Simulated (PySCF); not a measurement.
**Si2H3Cl3O**

Si2H3Cl3O is a small molecule, neutral, singlet. The structure, one conformer, was relaxed in the gas phase by PBE0-D3(BJ)/def2-SVP. No frequency run checks that it is a minimum.

SMILES: [SiH3]O[Si](Cl)(Cl)Cl

Coordinates in Å:
```
Si1     1.406    0.361    0.152
O2     -0.105   -0.029    0.582
Si3    -1.632   -0.513    0.098
Cl4     2.490    0.763    1.826
Cl5     1.388    2.007   -1.054
Cl6     2.271   -1.186   -0.861
H7     -1.555   -1.893   -0.458
H8     -2.507   -0.483    1.300
H9     -2.137    0.428   -0.941
```

Shieldings: GIAO PBE0/pcSseg-2. Shifts are against computed references at the same level: H TMS (σ 31.24 ppm), Si TMS (σ 341.3 ppm). Core levels by delta-SCF with SCAN, pcX-2 on the ionised atom and pcseg-1 elsewhere, spin-free X2C (2p3/2 is the spin-free 2p value less a third of a first-order spin-orbit splitting); from the vacuum level, for chosen atoms.

Question: Give the shieldings and core levels atom by atom.

Answer: 
| atoms | bonded to | σ (ppm) | δ (ppm) | core level (eV) |
| --- | --- | --- | --- | --- |
| Si1 | 3 Cl + 1 O | 366.9 | -25.6 | 2p3/2 109.95 |
| O2 | 2 Si | 236.0 | - | 1s 538.87 |
| Si3 | 1 O + 3 H | 379.7 | -38.4 | - |
| Cl4 | 1 Si | 797.1 | - | 2p3/2 206.66 |
| Cl5 | 1 Si | 796.0 | - | 2p3/2 206.65 |
| Cl6 | 1 Si | 795.2 | - | 2p3/2 206.63 |
| H7 H8 H9 | 1 Si | 26.15 | 5.09 | - |

Values are those of this one static structure, with the three H of a rotating XH3 group averaged; atoms that internal rotation interchanges would show their mean in an NMR spectrum.

Question: By CAM-B3LYP/def2-SVPD (TDDFT singlets, Tamm-Dancoff triplets, ionisation by delta-SCF), where does absorption start, and what does vertical ionisation take?

Answer: The first singlet with intensity lies at 7.76 eV (f 0.003); what lies below it is dark. The lowest singlet lies at 7.69 eV (f 0.000), the strongest of the first 6 at 8.60 eV (f 0.064), the lowest triplet at 7.25 eV; vertical ionisation takes 11.58 eV.
